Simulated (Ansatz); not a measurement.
The multiplicity is imposed and other spin states were not computed.

Cartesian coordinates (Å):
```xyz
8

Ag     0.0157    -0.0014     0.0665
O      0.8031     0.2897    -2.0129
H      0.9427     1.2335    -2.1794
H      0.1303     0.0232    -2.6566
C     -0.7325    -0.2435     1.9556
H     -1.0061    -1.2984     2.1176
H     -1.6272     0.3829     2.0987
H      0.0280     0.0454     2.6988
```
Charge 0, multiplicity 1.

Computed with frozen-core CCSD(T)/def2-TZVPP // r2SCAN-D4/def2-SVP in Ansatz (an electronic-structure program).

```yaml
HF energy: -261.77854 Ha
MP2 correlation energy: -1.15504 Ha
```

Problem. Estimate the CCSD correlation energy, the (T) correction, the total energy and the T1 diagnostic.

Solution. 
```
Property                        Result
-----------------------  -------------
CCSD correlation energy    -1.13149 Ha
(T) correction             -0.03905 Ha
CCSD(T) total energy     -262.94907 Ha
T1 diagnostic                    0.016
```
